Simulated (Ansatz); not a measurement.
System: C₃H₄O, charge 0, singlet. C3H4O (SMILES C1=CCO1).
B3LYP-D3(BJ)/def2-TZVP minimum from Ansatz (a quantum-chemistry and plane-wave program):
```xyz
8

C      0.8985    -0.2529    -0.4730
C      0.5555     0.6655     0.4317
O     -0.7926     0.3677     0.5446
C     -0.5445    -0.6916    -0.4578
H      1.7917    -0.5549    -0.9878
H      0.9988     1.4626     1.0105
H     -1.1373    -0.5057    -1.3532
H     -0.7696    -1.6694    -0.0323
```

Total energies in cc-pVDZ, 22 correlated electrons, 4 frozen orbitals. Open shells are spin-unrestricted; no spin-orbit coupling. Correlated methods leave the cores frozen. No relativity.

| method | program | energy (Eh) | minus CCSDT(Q) (mEh) |
|---|---|---|---|
| HF | Ansatz | -190.72094 | 637.82 |
| MP2 | Ansatz | -191.30369 | 55.07 |
| CCSD | Ansatz | -191.33447 | 24.29 |
| CCSD(T) | Ansatz | -191.35621 | 2.55 |
| CCSDT(Q) | Ansatz | -191.35876 | 0.00 |

Rough core times of Ansatz's runs on a shared machine: CCSD(T) under 20 s, CCSDT(Q) 10 min.
